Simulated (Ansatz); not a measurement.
Species: C5H11O, charge 0, multiplicity 2. It need not be the lowest isomer of its formula. 
Coordinates optimised at B3LYP-D3(BJ)/def2-TZVP (Ansatz, a first-principles code):
```xyz
17

C      2.1886     0.4662    -0.9318
C      1.4939     0.0116     0.3006
C      0.0669    -0.4178     0.3287
C     -0.8482     0.3820    -0.6057
C     -2.2857    -0.1253    -0.6042
O     -0.4315    -0.4190     1.6729
H      2.2001    -0.3142    -1.7077
H      3.2251     0.7331    -0.7267
H      1.7012     1.3342    -1.3869
H      2.0835    -0.2658     1.1668
H     -0.0009    -1.4766     0.0302
H     -0.8171     1.4353    -0.3054
H     -0.4408     0.3362    -1.6192
H     -2.7073    -0.0942     0.4001
H     -2.9149     0.4774    -1.2612
H     -2.3339    -1.1602    -0.9518
H     -0.2360     0.4462     2.0529
```
Charge 0, spin multiplicity 2.

Parts of the frozen-core correlation energy in 6-31G (Ansatz, hartree). Frozen orbitals: 6; correlated occupied orbitals by spin: 19 and 18; virtual: 51 and 52. UHF or UKS for open shells. No spin-orbit coupling. No relativistic terms.

```tsv
term	value
reference (HF)	-270.44481
MP2 opposite-spin	…
MP2 same-spin	…
CCSD correlation	…
(T)	-0.01374
T1 diagnostic	0.009
largest doubles amplitude	0.017
<S^2> of the reference	0.764
```

### Question
Complete the blanks.

### Answer

- MP2 opposite-spin, value: -0.43329
- MP2 same-spin, value: -0.12387
- CCSD correlation, value: -0.62312
